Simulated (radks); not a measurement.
The numbers below are computed, except where a source is named.
Task: Level of theory: scalar-relativistic Kohn-Sham, LDA (Slater exchange, Perdew-Wang correlation), spin-polarised, spherical densities, finite nucleus; open shells are filled with parallel spins first (spin-orbit coupling, left out, can overturn this in heavy ions); Fermi nuclear charge, rms radius of each element as measured or else 0.836 A^(1/3) + 0.57 fm (a radial shooting solver on a logarithmic mesh with Libxc functionals). Response by self-consistent Sternheimer equations with the Hartree and adiabatic LDA kernel, the relativistic mass of each level held fixed and spin-orbit coupling left out. Estimate the static dipole polarisabilities of Zn+ ([Ar] 3d10 4s1) and Kr7+ ([Ar] 3d10 4s1) and the C6 coefficients of the three pairs.

Result: alpha = 16.03 and 1.637 bohr^3; C6 = 66.97 (Zn+-Zn+), 10.60 (Zn+-Kr7+), 2.014 (Kr7+-Kr7+) hartree bohr^6.
